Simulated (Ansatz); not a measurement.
Gas-phase electronic energies from Ansatz, PBE0-D4/def2-TZVP geometries. CCSD(T)/CBS adds triple-zeta CCSD(T) − MP2 to the extrapolated MP2 energy (def2 sets, frozen cores). DFT in def2-TZVPP. Each species was taken in one conformer, which may not be the lowest.

Reaction (formal exchange of groups at the Si–N bond): `CN[SiH](N)S` + `[SiH3]CC=S` → `N[SiH]([SiH3])S` + `CNCC=S`

`CN[SiH](N)S`:

```xyz
13

C    -0.517   -1.754    0.841
N    -0.665   -0.681   -0.118
Si    0.269    0.746   -0.102
N    -0.559    1.862   -1.089
S     2.241    0.734   -0.971
H     0.210   -2.515    0.533
H    -0.180   -1.344    1.796
H    -1.474   -2.253    1.024
H    -1.011   -0.987   -1.015
H     0.478    1.038    1.343
H    -0.092    2.676   -1.450
H    -1.551    1.997   -0.991
H     2.851    0.483    0.198
```

`[SiH3]CC=S`:

```xyz
10

Si    0.400    1.112    0.601
C     0.419   -0.662   -0.083
C    -0.900   -0.976   -0.654
S    -1.318   -0.864   -2.209
H     0.211    2.065   -0.519
H     1.693    1.372    1.286
H    -0.711    1.256    1.576
H     0.657   -1.320    0.759
H     1.207   -0.713   -0.837
H    -1.658   -1.269    0.079
```

`N[SiH]([SiH3])S`:

Z-matrix (Å, degrees):
```
Si
Si 1 2.339
S 1 2.161 2 107.6
N 1 1.713 2 110.4 3 120.9
H 1 1.487 2 112.3 3 -120.7
H 2 1.488 1 112.1 3 168.7
H 2 1.489 1 109.6 3 47.9
H 2 1.489 1 109.2 3 -70.7
H 3 1.344 1 94.9 2 -47.7
H 4 1.007 1 120.7 2 -53.7
H 4 1.007 1 120.1 2 159.7
```

`CNCC=S`:

Cartesian coordinates in Å:
```
C 0.866 -0.965 -0.807
N -0.510 -0.553 -0.618
C -0.724 0.161 0.620
C -0.224 1.567 0.527
S 0.485 2.397 1.706
H 0.955 -1.532 -1.735
H 1.506 -0.084 -0.896
H 1.262 -1.579 0.018
H -1.126 -1.352 -0.667
H -1.807 0.234 0.792
H -0.286 -0.320 1.509
H -0.398 2.024 -0.451
```

```
          species  PBE0-D4 energy (Eh)
    `CN[SiH](N)S`           -839.85743
     `[SiH3]CC=S`           -767.17457
`N[SiH]([SiH3])S`          -1035.80919
         `CNCC=S`           -571.17351
```

(1) Work out ΔE.

Largest T1 diagnostic among the species: 0.016.

## Answers

(1) ΔE = (-1035.80919) + (-571.17351) − (-839.85743) − (-767.17457) = 0.04930 Eh = +30.9 kcal/mol. CCSD(T)/CBS gives +33.6 kcal/mol.

From PBE to PBE0 (25 % exact exchange), in def2-TZVPP and without D4, ΔE moves by +1.3 kcal/mol.
